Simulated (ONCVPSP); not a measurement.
Cutoff test, Si, ONCV

silicon, optimised norm-conserving Vanderbilt (ONCV), made with ONCVPSP 4.0.1 (PBE, scalar-relativistic). Core [Ne], reference 3s2 3p2. Waves: 3s: rc 1.50 bohr, ncon 4, nbas 9, qcut 5.2 1/bohr, 2 projectors, debl 1.1 Ha; 3p: rc 1.80 bohr, ncon 3, nbas 7, qcut 3.8 1/bohr, 1 projector; d scattering state at 0.13 Ha: rc 1.50 bohr, ncon 3, nbas 6, qcut 6.1 1/bohr, 3 projectors, debl 0.8 Ha. Local part: polynomial inside 1.15 bohr (lpopt 5, dvloc0 3 Ha). Core correction: Teter function fitted to the true core (icmod 2), fcfact 0.65.

Problem. For each optimised wave give the share of its norm inside rc, the residual kinetic energy above qcut (Ha) and the cutoffs (Ha) for errors of 10, 1, 0.1 and 0.01 mHa per electron.

Solution.

```
         wave  norm inside rc  residual KE  10 mHa  1 mHa  0.1 mHa  0.01 mHa
           3s           0.213      6.2e-05     5.2    7.9     10.7      95.2
s projector 2           0.141      1.1e-03     8.5   13.7     59.5     135.3
           3p           0.209      1.0e-04     2.1    3.1      7.2      35.4
d projector 1           0.028      5.7e-05     4.8   11.4     17.2      50.3
d projector 2           0.143      6.8e-04    11.8   17.7     30.1      77.1
d projector 3           0.134      1.8e-03    14.0   19.8     34.2      65.6
```

The occupied waves need 7.9 Ha and 11 Ha for 1 and 0.1 mHa. The cutoffs count occupied waves only; projector 3 of the d channel, the hardest unoccupied one, needs 20 Ha at the loose tolerance. Note: ghosts flagged at negative energy: s at -97.1 eV; GHOST(+) flagged for d at 92.0 eV. A true bound ghost makes a file unfit for plane-wave use.
